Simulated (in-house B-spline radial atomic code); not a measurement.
A run on Ca⁺ (an excited or competing configuration) that did not converge. Method: scalar-relativistic (X2C) wB97X, spin-polarised, spherical fractional occupations, Fermi nucleus of rms radius 3.4776 fm; computed with an all-electron radial atomic-structure program (B-spline basis).

Command:
```bash
python run_scf.py task.json out
```
Settings (nuclear radius in fm, mass in u):
```
Z                20
configuration    [Ne] 3s1 3p6 4s1 5d1
hamiltonian      x2c
method           wb97x
spin_polarised   True
nucleus          fermi
rms_radius       3.4776
atomic_mass      39.96259
speed_of_light   137.035999084
```

First and last ten iterations of the last attempt (damped for 15 steps, keeping 80 % of the old Fock matrix, then DIIS):
```
 iter        energy (Eh)    residual
    1        -673.067471    2.94e-01
    2        -677.350506    1.57e-01
    3        -677.662104    1.17e-01
    4        -677.829439    8.60e-02
    5        -677.919836    6.32e-02
    6        -677.969254    4.64e-02
    7        -677.996278    3.41e-02
    8        -678.011202    2.50e-02
    9        -678.019436    1.83e-02
   10        -678.024032    1.38e-02
  111        -678.030273    2.57e-05
  112        -678.030273    2.64e-05
  113        -678.030271    3.34e-05
  114        -678.030271    2.67e-05
  115        -678.030270    3.56e-05
  116        -678.030272    1.45e-05
  117        -678.030272    1.69e-05
  118        -678.030272    1.49e-05
  119        -678.030272    1.14e-05
  120        -678.030273    1.65e-05
 not converged after 120 iterations
```

The smallest residual met was 1.1e-05; the threshold is about 2e-07. Over the last five steps the energy moves by less than 2e-06 hartree, but the orbitals didn't meet the threshold. Time taken, with all properties: 17 s on 1 thread of Arm Neoverse V1, on a shared host.
